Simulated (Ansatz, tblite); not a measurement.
Removing an electron: diborane 1,2-di Cl (B2H4Cl2). Total charge 0; singlet. Geometry: PBE0-D4/def2-SVP. Ansatz, gas phase; energy differences of separate SCF runs; the oxidised species was run as a doublet alone.

```tsv
atom	x (Å)	y (Å)	z (Å)
B1	-0.7127	0.4699	-0.2549
Cl2	-0.6309	2.2362	-0.3500
H3	-1.7264	-0.1112	-0.5326
H4	-0.2962	0.0645	0.9468
B5	0.7127	-0.4698	0.2550
Cl6	0.6309	-2.2362	0.3497
H7	1.7264	0.1112	0.5326
H8	0.2962	-0.0645	-0.9467
```

The xTB rows come from tblite.

```tsv
level	−HOMO (eV)	vertical IE (eV)	−LUMO (eV)	HOMO–LUMO gap (eV)
GFN1-xTB	12.40	14.92	6.64	5.75
GFN2-xTB	11.32	13.91	6.77	4.55
PBE-D4/def2-TZVP	7.54	10.46	2.26	5.28
r2SCAN-D4/def2-TZVP	7.88	10.70	2.00	5.88
PBE0-D4/def2-TZVP	8.94	11.01	1.33	7.61
```

 Raw xTB energy differences between charge states are shifted by several eV; the methods need an empirical correction for them.
